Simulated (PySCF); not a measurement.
# Ba (barium, neutral) across methods

[Xe] 6s1 6p1, high-spin 3P determinant (an excited configuration). Calculation: PySCF 2.14, in aug-cc-pVTZ-X2C (9s8p6d3f, 84 functions); the spin-free X2C one-electron Hamiltonian (Gaussian nucleus).

```json
{"method": "r2SCAN0", "E (hartree)": "-8134.66", "mean ε 5p β (eV)": "-21.671", "mean ε 6s α (eV)": "-4.604", "mean ε 6p α (eV)": "-2.437", "Σ⟨r²⟩ (bohr²)": "110.6", "⟨S²⟩": "2.000"}
{"method": "r2SCAN", "E (hartree)": "-8134.68", "mean ε 5p β (eV)": "-20.250", "mean ε 6s α (eV)": "-4.022", "mean ε 6p α (eV)": "-2.020", "Σ⟨r²⟩ (bohr²)": "110.5", "⟨S²⟩": "2.000"}
{"method": "UHF", "E (hartree)": "-8131.60527", "mean ε 5p β (eV)": "-25.201", "mean ε 6s α (eV)": "-5.941", "mean ε 6p α (eV)": "-3.639", "Σ⟨r²⟩ (bohr²)": "115.1", "⟨S²⟩": "2.000"}
{"method": "PBE", "E (hartree)": "-8134.26", "mean ε 5p β (eV)": "-19.663", "mean ε 6s α (eV)": "-3.996", "mean ε 6p α (eV)": "-1.997", "Σ⟨r²⟩ (bohr²)": "110.3", "⟨S²⟩": "2.000"}
{"method": "PBE0", "E (hartree)": "-8134.34", "mean ε 5p β (eV)": "-21.311", "mean ε 6s α (eV)": "-4.568", "mean ε 6p α (eV)": "-2.460", "Σ⟨r²⟩ (bohr²)": "110.4", "⟨S²⟩": "2.000"}
```

Estimate the same row for LDA.

E (hartree) = -8127.65; mean ε 5p β (eV) = -19.796; mean ε 6s α (eV) = -4.158; mean ε 6p α (eV) = -1.969; Σ⟨r²⟩ (bohr²) = 110.0; ⟨S²⟩ = 2.000.

Spin-orbit coupling, absent here, splits the open shell strongly.
